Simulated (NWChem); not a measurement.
System: C4H5O2, doublet; SMILES C(C(C)=O)=[C]O

The following NWChem deck was run.

```
start job
memory heap 200 mb stack 900 mb global 1100 mb
geometry units angstroms noautoz
  C      1.423868     0.632701     0.001793
  C     -0.041301     0.995007     0.000882
  O     -0.414809     2.147185    -0.000114
  C     -1.043712    -0.104445     0.000974
  C     -0.798113    -1.413404    -0.000169
  O      0.303707    -2.127004    -0.000224
  H      1.674848     0.021650     0.882135
  H      2.016186     1.555730     0.006195
  H      1.676996     0.028923    -0.882980
  H     -2.084667     0.228679     0.001221
  H      0.097331    -3.070379    -0.003521
end
basis spherical
  * library 6-31g*
end
dft
  odft
  mult 2
  xc b3lyp
  iterations 200
  vectors input hcore
end
task dft gradient
```

Parts of the log:

```
             Northwest Computational Chemistry Package (NWChem) 7.3.0
             --------------------------------------------------------

 C1  symmetry detected

                             Geometry "geometry" -> ""
                             -------------------------

 Output coordinates in angstroms (scale by  1.889725989 to convert to a.u.)

  No.       Tag          Charge          X              Y              Z
 ---- ---------------- ---------- -------------- -------------- --------------
    1 C                    6.0000     1.41485924     0.67405830     0.00056311
    2 C                    6.0000    -0.05812196     1.00316761     0.00021000
    3 O                    8.0000    -0.45756739     2.14661220    -0.00087142
    4 C                    6.0000    -1.03543584    -0.11865213     0.00097307
    5 C                    6.0000    -0.76032534    -1.42172814     0.00000465
    6 O                    8.0000     0.35733639    -2.11025148    -0.00037513
    7 H                    1.0000     1.67995886     0.06903161     0.88092736
    8 H                    1.0000     1.98617288     1.61023546     0.00450986
    9 H                    1.0000     1.68118490     0.07595495    -0.88418993
   10 H                    1.0000    -2.08365153     0.19086757     0.00160016
   11 H                    1.0000     0.17232636    -3.05804923    -0.00337997

 Effective nuclear repulsion energy (a.u.)     213.5076244640

                                 NWChem DFT Module
                                 -----------------

 Summary of "ao basis" -> "ao basis" (spherical)
 ------------------------------------------------------------------------------
       Tag                 Description            Shells   Functions and Types
 ---------------- ------------------------------  ------  ---------------------
 C                           6-31g*                  6       14   3s2p1d
 O                           6-31g*                  6       14   3s2p1d
 H                           6-31g*                  2        2   2s

            General Information
            -------------------
          SCF calculation type: DFT
          Wavefunction type:  spin polarized.
          No. of atoms     :    11
          No. of electrons :    45
           Alpha electrons :    23
            Beta electrons :    22
          Charge           :     0
          Spin multiplicity:     2
          Use of symmetry is: off; symmetry adaption is: off
          Maximum number of iterations: 200
          AO basis - number of functions:    94
                     number of shells:    46
          Convergence on energy requested:  1.00D-06
          Convergence on density requested:  1.00D-05
          Convergence on gradient requested:  5.00D-04

              XC Information
              --------------
                         B3LYP Method XC Potential
                     Hartree-Fock (Exact) Exchange  0.200
                        Slater Exchange Functional  0.800 local
                    Becke 1988 Exchange Functional  0.720 non-local
              Lee-Yang-Parr Correlation Functional  0.810
                  VWN I RPA Correlation Functional  0.190 local

             Grid Information
             ----------------
          Grid used for XC integration:  medium
          Radial quadrature: Mura-Knowles
          Angular quadrature: Lebedev.
          Tag              B.-S. Rad. Rad. Pts. Rad. Cut. Ang. Pts.
          ---              ---------- --------- --------- ---------
          C                   0.70       49          10.0       434
          O                   0.60       49          12.0       434
          H                   0.35       45          12.0       434
          Grid pruning is: on
          Number of quadrature shells:   519
          Spatial weights used:  Erf1

      Non-variational initial energy
      ------------------------------

 Total energy =     213.507624
 1-e energy   =       0.000000
 2-e energy   =       0.000000
 HOMO         =     -14.445097
 LUMO         =     -14.378575

   convergence    iter        energy       DeltaE   RMS-Dens  Diis-err
 ---------------- ----- ----------------- --------- --------- ---------
 d= 0,ls=0.0,diis     1   -263.8981526076 -4.77D+02  4.45D-01  3.31D+01
                                                     4.07D-01  3.17D+01
 d= 0,ls=0.0,diis     2   -213.9147566459  5.00D+01  4.48D-01  5.46D+01
                                                     4.11D-01  3.57D+01
 d= 0,ls=0.0,diis     3   -282.7108645402 -6.88D+01  1.82D-01  1.42D+01
                                                     1.39D-01  1.36D+01
 d= 0,ls=0.0,diis     4   -260.6196616214  2.21D+01  1.16D-01  4.80D+01
                                                     8.91D-02  3.77D+01
 d= 0,ls=0.5,diis     5   -302.7124299812 -4.21D+01  2.14D-02  5.13D+00
                                                     1.05D-02  5.02D+00
 d= 0,ls=0.5,diis     6   -304.2925932946 -1.58D+00  9.55D-03  1.72D+00
                                                     5.43D-03  1.69D+00
 d= 0,ls=0.5,diis     7   -304.7184788312 -4.26D-01  9.79D-03  1.14D+00
                                                     4.71D-03  1.12D+00
 d= 0,ls=0.5,diis     8   -305.0589647183 -3.40D-01  1.34D-02  5.66D-01
                                                     4.90D-03  5.43D-01
 d= 0,ls=0.5,diis     9   -305.3237049148 -2.65D-01  2.36D-02  2.38D-01
                                                     3.37D-03  2.05D-01
 d= 0,ls=0.5,diis    10   -305.5130863799 -1.89D-01  2.94D-02  7.90D-02
                                                     1.49D-03  2.39D-02
 d= 0,ls=0.5,diis    11   -305.6311722480 -1.18D-01  1.99D-02  5.09D-02
                                                     1.14D-03  1.64D-02
 d= 0,ls=0.5,diis    12   -305.7024906209 -7.13D-02  1.06D-02  2.99D-02
                                                     9.80D-04  1.25D-02
  Resetting Diis
 d= 0,ls=0.5,diis    13   -305.7405101148 -3.80D-02  5.48D-03  1.24D-02
                                                     8.39D-04  3.38D-03
 d= 0,ls=0.5,diis    14   -305.7569096677 -1.64D-02  2.80D-03  5.16D-03
                                                     3.28D-04  7.17D-04
 d= 0,ls=0.5,diis    15   -305.7627044861 -5.79D-03  1.70D-03  2.45D-03
                                                     2.81D-04  3.59D-04
 d= 0,ls=0.5,diis    16   -305.7653053685 -2.60D-03  1.14D-03  1.23D-03
                                                     2.25D-04  5.24D-04
 d= 0,ls=0.5,diis    17   -305.7667086220 -1.40D-03  7.02D-04  4.54D-04
                                                     1.58D-04  1.96D-04
 d= 0,ls=0.5,diis    18   -305.7673281316 -6.20D-04  4.40D-04  1.82D-04
                                                     1.20D-04  8.32D-05
 d= 0,ls=0.5,diis    19   -305.7676083469 -2.80D-04  2.75D-04  7.24D-05
                                                     1.00D-04  4.75D-05
 d= 0,ls=0.5,diis    20   -305.7677472552 -1.39D-04  1.75D-04  3.05D-05
                                                     8.05D-05  2.57D-05
 d= 0,ls=0.5,diis    21   -305.7678183120 -7.11D-05  1.14D-04  1.37D-05
                                                     6.64D-05  1.58D-05
 d= 0,ls=0.5,diis    22   -305.7678566215 -3.83D-05  7.33D-05  6.72D-06
                                                     5.44D-05  1.15D-05
 d= 0,ls=0.5,diis    23   -305.7678785430 -2.19D-05  4.86D-05  3.15D-06
                                                     4.43D-05  6.44D-06
 d= 0,ls=0.5,diis    24   -305.7678911542 -1.26D-05  3.21D-05  1.62D-06
                                                     3.47D-05  3.97D-06
 d= 0,ls=0.5,diis    25   -305.7678982950 -7.14D-06  2.10D-05  9.50D-07
                                                     2.73D-05  2.51D-06
 d= 0,ls=0.5,diis    26   -305.7679024862 -4.19D-06  1.44D-05  5.28D-07
                                                     2.16D-05  1.50D-06
 d= 0,ls=0.5,diis    27   -305.7679049562 -2.47D-06  9.33D-06  3.03D-07
                                                     1.70D-05  9.59D-07
 d= 0,ls=0.5,diis    28   -305.7679064391 -1.48D-06  6.60D-06  1.78D-07
                                                     1.36D-05  5.89D-07
 d= 0,ls=0.5,diis    29   -305.7679073388 -9.00D-07  4.40D-06  9.72D-08
                                                     1.06D-05  3.68D-07
 d= 0,ls=0.5,diis    30   -305.7679078708 -5.32D-07  2.88D-06  7.53D-08
                                                     8.32D-06  2.26D-07

         Total DFT energy =     -305.767908193345
      One electron energy =     -838.616451274318
           Coulomb energy =      360.069151367761
    Exchange-Corr. energy =      -40.728232750819
 Nuclear repulsion energy =      213.507624464032

 Numeric. integr. density =       45.000014939191

[...]

                         DFT ENERGY GRADIENTS

    atom               coordinates                        gradient
                 x          y          z           x          y          z
   1 C       2.673696   1.273785   0.001064   -0.007757   0.001398  -0.000034
   2 C      -0.109835   1.895712   0.000397   -0.001611   0.011786  -0.000007
   3 O      -0.864677   4.056509  -0.001647    0.005372  -0.015483  -0.000002
   4 C      -1.956690  -0.224220   0.001839    0.005956   0.000080   0.000016
   5 C      -1.436807  -2.686677   0.000009    0.013894  -0.006309  -0.000010
   6 O       0.675268  -3.987797  -0.000709   -0.013439   0.002060  -0.000023
   7 H       3.174662   0.130451   1.664711    0.000172  -0.001929   0.002289
   8 H       3.753323   3.042904   0.008522    0.001138   0.003204   0.000035
   9 H       3.176979   0.143534  -1.670877    0.000165  -0.001898  -0.002289
  10 H      -3.937530   0.360687   0.003024   -0.004602   0.001588   0.000002
  11 H       0.325650  -5.778875  -0.006387    0.000712   0.005504   0.000023
```

Level: B3LYP/6-31G* (spherical d), spin-unrestricted. All runs use the structure optimised with PBE0/def2-SVP, spin-unrestricted. No frequency run checked for a minimum. No stability test was run on the SCF state.
